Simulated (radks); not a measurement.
Species: the caesium ion Cs6+. Configuration: [Kr] 4d10 5s2 5p1. All-electron calculation, scalar-relativistic Kohn-Sham, PBE, spin-polarised, spherical densities, finite nucleus; open shells are filled with parallel spins first (spin-orbit coupling, left out, can overturn this in heavy ions); Fermi nuclear charge, rms radius 4.8041 fm. Program: a radial shooting solver on a logarithmic mesh with Libxc functionals.

Unscreened Slater integrals over Kohn-Sham orbitals (eV). They are taken over the spin-up orbitals.

integral,value
"F0(5p,5p)",13.965
"F2(5p,5p)",7.6452
"F0(5p,5s)",14.651
"G1(5p,5s)",9.9707
"F0(5p,4d)",17.134
"F2(5p,4d)",5.3668
"G1(5p,4d)",1.6551
"G3(5p,4d)",1.6081
"F0(5p,4p)",17.407
"F2(5p,4p)",4.8524
"G0(5p,4p)",1.0034
"G2(5p,4p)",1.3093
"F0(5s,5s)",15.497
"F0(5s,4d)",18.686
"G2(5s,4d)",2.3321
"F0(5s,4p)",19.021
"G1(5s,4p)",1.5395
"F0(4d,4d)",29.658
"F2(4d,4d)",15.113
"F4(4d,4d)",10.087
"F0(4d,4p)",31.257
"F2(4d,4p)",16.017
"G1(4d,4p)",20.387
"G3(4d,4p)",12.706
"F0(4p,4p)",33.170
"F2(4p,4p)",17.438

Derived for the open shells (J is the average intra-shell exchange parameter used in DFT+U). 5p: J = F2/5 = 1.529 eV.
